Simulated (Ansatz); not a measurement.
Mg4N2⁺, relaxed as a doublet with UKS PBE-D4/def2-SVP in Ansatz, starting from the GFN2-xTB geometry. Force threshold 0.02 eV/Å.

The relaxation made no stability test and no search for a lower SCF solution. The structure comes from a short search, and lower isomers may exist.

Start:

Cartesian coordinates in Å:
```
Mg -0.886 1.827 -0.238
Mg 1.716 1.035 -0.381
Mg -1.716 -0.856 -0.688
Mg 0.880 -1.651 -0.822
N 0.568 -0.347 1.034
N -0.563 -0.008 1.095
```

Task: Estimate the energy that the relaxation releases and the steps that it takes.

Result: 116.6 kJ/mol, in 25 steps; 30 s on 4 threads of Arm Neoverse V2 on a shared host. The force fell under the threshold at step 23, but the optimiser went on. No frequencies were taken in this run, so the end may be a saddle point.

Task: Does the start keep its bonding and symmetry?

Result: Bonds lost: Mg1–N6, Mg2–N5, Mg3–N6, Mg4–N5 (atoms count from 1). Metal–metal contacts that move far: Mg3–Mg4 2.72 to 3.32 Å, Mg1–Mg2 2.72 to 3.32 Å. The end holds 2 separate pieces. Point group C2v at the start, C2 at the end, both within 0.05 Å.

Task: Predict the relaxed structure.

Result: 
Cartesian coordinates in Å:
```
Mg -0.860 1.912 -1.156
Mg 2.279 1.235 -0.305
Mg -2.282 -1.071 -0.678
Mg 0.853 -1.432 -1.719
N 0.550 -0.204 1.947
N -0.540 -0.440 1.910
```
Bond lengths (bridged metal pairs left out): 4 × Mg–Mg 3.32 to 3.34 Å; 1 × N–N 1.12 Å.
